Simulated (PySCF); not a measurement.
# A survey of ¹⁵N NMR shifts

PySCF calculation with coordinates at the GFN2-xTB level and PBE0/pcSseg-1 with gauge-including orbitals; one conformer, equivalent nuclei averaged, relativity neglected, in vacuum.

Shieldings were converted by a linear fit to measured shifts: ¹⁵N (scatter 6.3 ppm rms vs CH3NO2, solution or neat liquid). Occasional misses reach two or three times the rms, and more in compound classes unlike the fitted ones.

Q: Give the ¹⁵N shifts of `[SiH3]n1ncc(Cl)n1`, `O=Cc1ncnnc1O[SiH3]`.

A: 
```tsv
compound	environment	δ (ppm)
[SiH3:1][n:2]1[n:3][cH:4][c:5]([Cl:6])[n:7]1	N3: pyridine-type nitrogen of an azole	-37.5
[SiH3:1][n:2]1[n:3][cH:4][c:5]([Cl:6])[n:7]1	N7: pyridine-type nitrogen of an azole	-51.0
[SiH3:1][n:2]1[n:3][cH:4][c:5]([Cl:6])[n:7]1	N2: pyrrole-type ring nitrogen	-149.1
[O:1]=[CH:2][c:3]1[n:4][cH:5][n:6][n:7][c:8]1[O:9][SiH3:10]	N6: pyridine-type ring nitrogen	35.3
[O:1]=[CH:2][c:3]1[n:4][cH:5][n:6][n:7][c:8]1[O:9][SiH3:10]	N7: pyridine-type ring nitrogen	14.1
[O:1]=[CH:2][c:3]1[n:4][cH:5][n:6][n:7][c:8]1[O:9][SiH3:10]	N4: pyridine-type ring nitrogen	-81.5
```

Q: Order these by ¹⁵N shift, lowest first.
A. C/C=P/N(C)CC
B. C=PN(CC)CC
C. C=C(C#N)C[SiH2]C(C)=O

A: A (-306.2 ppm, nitrogen bonded to 2 C, P), B (-278.0 ppm, nitrogen bonded to 2 C, P), C (-104.6 ppm, nitrile nitrogen).
